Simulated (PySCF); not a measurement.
Geometry (Å), atoms numbered from 1 in this order:
```xyz
37

Si   -0.0030    0.0003    0.0014
N    -0.0650    0.0222    1.7375
C     0.1951    1.2069    2.5106
C    -0.2235   -1.1687    2.5268
H    -0.6302    1.4225    3.2185
H     0.3023    2.0789    1.8490
H     1.1220    1.1245    3.1152
H    -0.5058   -2.0183    1.8902
H     0.7007   -1.4466    3.0740
H    -1.0216   -1.0452    3.2852
N     1.6297   -0.0718   -0.5873
C     2.7554    0.3857    0.1811
C     1.9546   -0.4360   -1.9404
H     3.5695   -0.3657    0.1861
H     2.4643    0.5595    1.2260
H     3.1888    1.3281   -0.2125
H     1.0543   -0.7802   -2.4700
H     2.3841    0.4094   -2.5167
H     2.6989   -1.2567   -1.9745
N    -0.8031    1.4621   -0.4895
C    -2.0137    1.9320    0.1291
C    -0.4025    2.2189   -1.6442
H    -1.9162    2.9813    0.4727
H    -2.2580    1.3143    1.0056
H    -2.8828    1.9004   -0.5601
H     0.5682    1.8657   -2.0181
H    -1.1323    2.1494   -2.4768
H    -0.2914    3.2942   -1.4017
N    -0.7754   -1.4097   -0.6567
C    -0.1447   -2.7025   -0.6843
C    -2.1504   -1.4196   -1.0757
H    -0.6467   -3.4350   -0.0188
H     0.9045   -2.6221   -0.3643
H    -0.1528   -3.1389   -1.7032
H    -2.5449   -0.3954   -1.1259
H    -2.2595   -1.8653   -2.0841
H    -2.8035   -2.0021   -0.3936
```

Geometry: PBE0-D3(BJ)/def2-SVP; GIAO shifts from PySCF 2.14, gas phase, non-relativistic, averaged over equivalent atoms.

At PBE0/pcSseg-1 (348 basis functions):
```csv
atoms,δ (ppm)
Si1,-29.7
N2/N11/N20/N29,28.7
C3/C4/C12/C13/C21/C22/C30/C31,38.4
H5/H6/H7/H8/H9/H10/H14/H15/H16/H17/H18/H19/H23/H24/H25/H26/H27/H28/H32/H33/H34/H35/H36/H37,2.40
```

References, each an isolated molecule treated in the same way: $^{29}$Si (σref 351.99), $^{13}$C (σref 184.41), $^{1}$H (σref 31.27) against TMS; $^{15}$N (σref 265.67) against NH3.

Task: Estimate the result of repeating the calculation with KT2/pcSseg-1.

Result: 
```tsv
atoms	δ at KT2/pcSseg-1	change
Si1	-31.7	-2.0
N2/N11/N20/N29	37.9	+9.2
C3/C4/C12/C13/C21/C22/C30/C31	39.8	+1.4
H5/H6/H7/H8/H9/H10/H14/H15/H16/H17/H18/H19/H23/H24/H25/H26/H27/H28/H32/H33/H34/H35/H36/H37	2.55	+0.15
```

δ = σ(ref) − σ, references computed at the same level: TMS for $^{29}$Si (361.05 ppm) and $^{13}$C (183.22 ppm) and $^{1}$H (31.18 ppm); NH3 for $^{15}$N (264.30 ppm).

The largest change is at N2/N11/N20/N29 (nitrogen bonded to 2 C, Si). Cost: 348 basis functions.

Experimental scales use liquid or dissolved standards, which lie at an offset from isolated NH3 (liquid NH3: subtract about 20 ppm).
